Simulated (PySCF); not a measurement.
## Exercise with solution: oscillator strength and radiative lifetime

C₃HBrClF, SMILES C(=C=C(Cl)Br)F.

The structure is a stationary point at ωB97X-D3(BJ)/def2-SVP. The structure was generated by enumeration, and PubChem lists no compound with its InChIKey, so it may never have been made.

TDA-PBE0/def2-SVPD (PySCF) puts the first singlet state with f over 0.02 at 6.14 eV (vertical), with the transition dipole (-0.780, 0.008, -0.084) in atomic units.

Find the oscillator strength, the wavelength and the radiative lifetime that this transition would have in vacuum if emission retraced absorption.


|μ|² = 0.6155 au, so |μ| = 1.99 D. ΔE = 6.14/27.211 = 0.2256 hartree. f = (2/3) ΔE |μ|² = 0.093 (the program prints 0.092).
λ = 1239.84/6.14 = 202 nm; ν = 49522 cm⁻¹.
Einstein's coefficient A = 0.6670 ν² f s⁻¹ (ν in cm⁻¹) = 1.5e8 s⁻¹, so τ = 1/A = 6.6 ns. This state is S5; the lower singlets have f = 0.000, 0.000, 0.000, 0.000. The figure is the radiative limit of this one transition; relaxation, internal conversion, crossing to triplets and a medium change what is measured.
